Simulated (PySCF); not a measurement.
Run record: excited-state job, Cl3H3OSiTi.

Computed with TDDFT PBE0/def2-SVPD, vertical, gas phase, core orbitals frozen in the response (PySCF 2.14.0, density-fitted response routines). Geometry: PBE0-D3(BJ)/def2-SVP. The command runs a driver script over a list of jobs; the input below is this job's line of settings and its coordinates in Å.

Command:
```bash
OMP_NUM_THREADS=1 python probes_run.py task.json out
```

Input:
```
{"job": {"kind": "uv", "xc": "PBE0", "basis": "def2-SVPD", "ip": true, "nstates": 15}, "charge": 0, "multiplicity": 1}
Ti    -1.571038     0.226354     0.296226
Cl    -2.392448    -1.664329     0.993565
Cl    -1.629697     1.707694     1.881752
Cl    -2.646978     0.976249    -1.441006
O      0.085711    -0.031289    -0.114223
Si     1.735613    -0.271330    -0.361282
H      2.436138     0.014381     0.920563
H      2.180458     0.661045    -1.431366
H      1.934971    -1.688204    -0.769890
```

Question: Give the output.

Answer: 
```
coarse grid: 45408 points
cycle   1  E = -2595.1108078866  dE =  3.325e-01  |g| = 1.034e+00  |ddm| = 4.373e+00
cycle   2  E = -2585.6095573012  dE =  9.501e+00  |g| = 7.284e+00  |ddm| = 6.061e+00
cycle   3  E = -2595.2347705434  dE = -9.625e+00  |g| = 8.176e-01  |ddm| = 4.943e+00
cycle   4  E = -2595.3462586547  dE = -1.115e-01  |g| = 2.638e-01  |ddm| = 6.539e-01
cycle   5  E = -2595.3617525931  dE = -1.549e-02  |g| = 9.551e-02  |ddm| = 3.536e-01
cycle   6  E = -2595.3634999918  dE = -1.747e-03  |g| = 3.122e-02  |ddm| = 1.109e-01
cycle   7  E = -2595.3637546400  dE = -2.546e-04  |g| = 3.013e-03  |ddm| = 4.095e-02
cycle   8  E = -2595.3637569039  dE = -2.264e-06  |g| = 1.159e-03  |ddm| = 7.237e-03
final grid: 87744 points
cycle   9  E = -2595.3636866239  dE =  1.891e-06  |g| = 3.122e-03  |ddm| = 6.816e-03
cycle  10  E = -2595.3636649915  dE =  2.163e-05  |g| = 1.006e-02  |ddm| = 1.940e-02
cycle  11  E = -2595.3636887381  dE = -2.375e-05  |g| = 7.561e-04  |ddm| = 1.480e-02
cycle  12  E = -2595.3636888820  dE = -1.439e-07  |g| = 1.560e-04  |ddm| = 9.420e-04
cycle  13  E = -2595.3636888878  dE = -5.863e-09  |g| = 1.576e-05  |ddm| = 2.810e-04
cycle  14  E = -2595.3636888879  dE = -7.458e-11  |g| = 6.217e-06  |ddm| = 3.401e-05
converged SCF energy = -2595.3636888879

Static polarisability (au): isotropic 111.552, principal 107.814 108.878 117.964

Singlet excitations
state   eV       nm        f      main configurations
  1   4.5269    273.9   0.00150   H->L 0.54, H-1->L 0.32, H-2->L+1 0.09
  2   4.5472    272.7   0.00108   H->L+1 0.50, H-2->L 0.27, H-1->L+1 0.19
  3   4.5769    270.9   0.00025   H-2->L+1 0.53, H-1->L 0.34
  4   4.7064    263.4   0.01260   H-2->L 0.43, H-1->L+1 0.40
  5   4.7813    259.3   0.02687   H->L 0.33, H-2->L+1 0.26, H-1->L 0.19
  6   4.7918    258.7   0.02738   H->L+1 0.37, H-1->L+1 0.23, H-2->L 0.17
  7   5.2354    236.8   0.00080   H-5->L 0.58, H->L+2 0.15, H-3->L 0.11
  8   5.2621    235.6   0.00060   H-5->L+1 0.56, H->L+3 0.15
  9   5.3106    233.5   0.00002   H-3->L 0.30, H->L+3 0.15, H-6->L 0.13
 10   5.3382    232.3   0.00262   H->L+2 0.65, H-4->L 0.11
 11   5.3580    231.4   0.00173   H->L+3 0.45, H-2->L+2 0.21, H-4->L+1 0.13
 12   5.3786    230.5   0.00022   H-2->L+2 0.34, H-1->L+3 0.18, H->L+3 0.09
 13   5.3897    230.0   0.00163   H-1->L+2 0.38, H-2->L+2 0.11, H-3->L+1 0.09
 14   5.4004    229.6   0.00141   H-1->L+3 0.35, H-2->L+3 0.18, H-1->L+2 0.11
 15   5.4084    229.2   0.00102   H-2->L+3 0.34, H-1->L+3 0.15, H-4->L 0.11

Triplet excitations (Tamm-Dancoff, eV): 4.2509 4.2776 4.4367 4.4752
Vertical ionisation energy (delta-SCF) = 11.1167 eV
Vertical electron affinity (delta-SCF) = 1.9232 eV
```

The SCF starts on a coarse grid where the log names one; the energy can jump when the final grid takes over, and dE then counts from the start density on the new grid. H and L stand for HOMO and LUMO; the number after each pair is its weight.

Question: How does the lowest singlet excitation compare with the HOMO–LUMO gap?

Answer: HOMO -9.31 eV and LUMO -3.32 eV give a gap of 5.99 eV; S1 at 4.53 eV lies 1.46 eV below it.

In short: HOMO -9.31 eV, LUMO -3.32 eV; lowest singlet 4.53 eV; lowest triplet 4.25 eV (Tamm–Dancoff); mean polarisability 111.6 au.

Note that the optimisation stopped short of convergence; the values belong to its last geometry.

Time: 4.9 min of wall time (with the writing of density and orbital grids); peak memory 0.88 GiB. Hardware: Arm Neoverse V1, one thread, on a shared host.
Labels such as C1 count atoms from 1, the log's own numbers from 0.
